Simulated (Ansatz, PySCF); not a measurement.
CH5N (SMILES CN) and CH2O2 (SMILES O=CO) are pulled apart as rigid monomers along the line of their centres of mass, from the B3LYP-D3(BJ)/def2-TZVP minimum. Starting geometry (charge 0, multiplicity 1):
```xyz
12

C     -0.2824     0.2170     0.0966
N      0.8015    -0.5139     0.7701
H      0.0400     1.2408    -0.0934
H     -1.1417     0.2460     0.7650
H     -0.5908    -0.2333    -0.8514
H      1.6234    -0.5802     0.1808
H      0.5002    -1.4576     0.9896
O     -0.9805    -0.8033     3.3254
C     -0.1803    -0.0652     3.8510
O      0.8927     0.4508     3.2791
H     -0.2669     0.2651     4.8971
H      0.9479     0.1154     2.3150
```

Interaction energies with rigid monomers; basis-set methods are counterpoise corrected unless marked otherwise.

Frozen-core correlation. Rows in 3-21G, STO-3G carry no dispersion term and start afresh at each structure.

Codes used: Ansatz (Gaussian basis) for Hartree–Fock, density functionals and correlated methods; PySCF for 3-21G rows, STO-3G rows, the dispersion terms. Each number belongs to the level named beside it.

```tsv
N2···H12 (Å)	HF/STO-3G (no counterpoise) (kJ/mol)	HF/3-21G (no counterpoise) (kJ/mol)	r2SCAN-D3(BJ)/def2-TZVPPD (kJ/mol)	r2SCAN-D4/def2-TZVPPD (kJ/mol)	SCS-MP2/aug-cc-pVDZ (kJ/mol)
1.52	[?]	-87.7	-64.2	-63.9	-41.6
1.67	-51.6	-89.8	-67.2	-66.9	[?]
1.91	-43.6	-79.1	-59.8	-59.5	-48.4
2.30	-25.0	-54.0	-40.7	-40.6	-35.4
2.95	-9.8	-24.0	-19.4	-19.3	-17.8
```

Problem. What belongs in the gaps?

Solution. 
- 1.67, SCS-MP2/aug-cc-pVDZ (kJ/mol): -49.9
- 1.52, HF/STO-3G (no counterpoise) (kJ/mol): -47.2

Ansatz is a program for electronic structure.
